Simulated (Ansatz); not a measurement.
Input for Ansatz (a quantum-chemistry and plane-wave program): R-CCSD(T)/def2-SVP on CH4BI (SMILES CBI), a point of a torsion scan. Elements past Kr take the def2 small-core potentials; no spin–orbit coupling. The run froze 11 orbitals, filled d shells among them.

Ansatz 0.2 input:
```yaml
crystal:
  periodic: [false, false, false]
  atoms:
    - {symbol: C, position_ang: [-0.73788430, -0.14499652, -0.02930451]}
    - {symbol: B, position_ang: [0.60278650, 0.49613002, 0.45688225]}
    - {symbol: I, position_ang: [0.88571183, 2.57400186, 0.34779679]}
    - {symbol: H, position_ang: [-1.12898774, 0.30794160, -0.94032515]}
    - {symbol: H, position_ang: [-1.50679368, 0.01781934, 0.73086789]}
    - {symbol: H, position_ang: [-0.67713078, -1.22029527, -0.18372459]}
    - {symbol: H, position_ang: [1.46587049, -0.14118503, 0.92276831]}
basis:
  gaussian:
    orbitals: def2-SVP
magnetization: {spin_polarized: false}
correlation: {method: ccsd_t, electrons: outside_noble_gas}
scf: {lower_state_search: off}
```

Program output:

```
WARN ansatz: RAYON_NUM_THREADS=1 ignored (pool sized by the plan → 1); use --threads N
Functional definition: HF
these checks for a lower state are left out or cut short: stability, starts, cluster_reference, orbital_swaps, neighbouring_geometries, increment
integrals: 0.06 GiB planned
832 factors; integrals over basis functions are off by at most 1.1e-3 eV
mean field: 0.18 GiB planned
mean field evaluation 1: about -9835.6047 eV, gradient 2.2e1 eV
mean field evaluation 2: about -9835.6677 eV, gradient 2.2e1 eV
mean field evaluation 4: about -9837.1585 eV, gradient 2.1e0 eV
mean field evaluation 8: about -9837.1800 eV, gradient 5.6e-4 eV
mean field -9837.17996551 eV, -361.5096958523 hartree, gradient 2.6e-6 eV, S^2 0.000000; 0 other end points of the search recorded, 0 dependent functions left out
11 core orbitals not correlated
reference -9837.17996551 eV, -361.5096958523 hartree; 9, 9 occupied and 54, 54 virtual orbitals, 832 factors
second order -8.89794414 eV of doubles, -0.00000000 eV of singles
coupled cluster: 0.16 GiB planned
cycle   1  -9.61626753 eV  change   -7.2e-1 eV  update   7.5e-2
cycle   2  -9.87372633 eV  change   -2.6e-1 eV  update   2.2e-2
cycle   3  -9.92402163 eV  change   -5.0e-2 eV  update   1.3e-2
cycle   4  -9.92178453 eV  change    2.2e-3 eV  update   4.7e-3
cycle   5  -9.92053272 eV  change    1.3e-3 eV  update   1.8e-3
cycle   6  -9.92046759 eV  change    6.5e-5 eV  update   4.7e-4
cycle   7  -9.92046003 eV  change    7.6e-6 eV  update   1.4e-4
cycle   8  -9.92047040 eV  change   -1.0e-5 eV  update   3.8e-5
cycle   9  -9.92046445 eV  change    5.9e-6 eV  update   1.2e-5
perturbative correction -0.27607856 eV, -0.0101457001 hartree
Total energy: -9847.37650852 eV, -361.8844118967 hartree
Checks for a lower state left out: stability, starts, cluster_reference, orbital_swaps, neighbouring_geometries, increment
```

The run converged.

Cost: very roughly 2.4 core-seconds.
